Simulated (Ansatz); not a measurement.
**A geometry optimisation of FH6InSi2 with PBE0-D3(BJ)/def2-SVP**

The starting geometry of this gas-phase singlet was optimised with GFN2-xTB; its bonds are those of `F[SiH2][SiH2][InH2]`.

```xyz
10

F    -0.2672   -0.2992   -0.4986
In   -0.3634    2.1009    1.0892
Si   -1.6609   -0.1871   -1.3847
Si   -2.2576    1.9473   -0.6852
H    -1.1453   -0.4506   -2.7255
H    -2.3780   -1.3676   -0.9106
H    -3.6552    1.9924   -0.2030
H    -2.2088    2.9126   -1.8053
H    -0.3876    1.2749    2.6510
H     1.1589    3.0097    0.9817
```

**Question.** Where would you expect an optimisation with PBE0-D3(BJ)/def2-SVP to take it?

**Answer.** It keeps its bonds, and is `F[SiH2][SiH2][InH2]`.

The energy falls by 0.26 eV over 13 steps:

```tsv
step	E − E(last) (eV)
1	0.257
2	0.038
4	0.016
5	0.010
6	0.005
8	0.001
9	0.001
10	0.000
12	0.000
13	0.000
```

Final geometry (Å):

```xyz
10

F    -0.2208   -0.2361   -0.2539
In   -0.3315    1.9940    1.0580
Si   -1.5349   -0.1178   -1.2988
Si   -2.3099    1.9849   -0.6332
H    -0.9652   -0.2460   -2.6707
H    -2.3907   -1.3012   -0.9976
H    -3.7056    1.8867   -0.1048
H    -2.2780    2.9433   -1.7807
H    -0.6041    1.3531    2.6406
H     1.1758    2.6724    0.5501
```

Frequencies at the end are all real (lowest 62 cm⁻¹). Atoms past krypton carry core potentials, without spin–orbit terms. Run with Ansatz 0.2.0, 46 s on 2 threads of Intel(R) Xeon(R) Platinum 8259CL CPU @ 2.50GHz (Skylake/Cascade Lake) (shared host).
